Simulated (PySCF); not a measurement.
## Relaxation of quartet [B4]+

These are results of PySCF, UPBE0, basis B def2-TZVP (no relativity, density fitting), not measurements. A (50,194) grid was used.

A start at or just off a symmetric point, pushed along the force that breaks its symmetry, of C3v symmetry, free to break it:

Coordinates in bohr (charge 1 multiplicity 4):
```
B     1.0504    1.0503    1.0502
B     1.2392   -1.1449   -1.1449
B    -1.1448    1.2393   -1.1447
B    -1.1448   -1.1447    1.2394
```

Optimiser trace:
```tsv
step	E − E(last) (kJ/mol)	largest gradient (Eh/bohr)
0	26.67	0.02272
1	13.20	0.01577
2	1.72	0.00616
3	0.47	0.00303
4	0.02	0.00081
5	0.00	0.00014
6	0.00	0.00002
```

It ends at C3v with B–B 1.583 Å (×3), B–B 1.954 Å (×3); B–B–B 51.9° (×6), B–B–B 60.0° (×3), B–B–B 76.2° (×3). A frequency run shows a minimum. Other isomers or separated fragments may lie lower.

Final geometry:
```xyz
4
charge 1 multiplicity 4, angstrom
B     0.4810    0.4809    0.4809
B     0.7608   -0.6209   -0.6209
B    -0.6209    0.7609   -0.6209
B    -0.6209   -0.6208    0.7609
```

At this level a doublet minimum of D2h symmetry lies 179 kJ/mol below this structure.

The relaxation took 9.6 s on 4 threads of a shared Intel Xeon Platinum 8488C (Sapphire Rapids) host, with 124 basis functions and 7 gradients; the process peaked at 0.7 GiB.
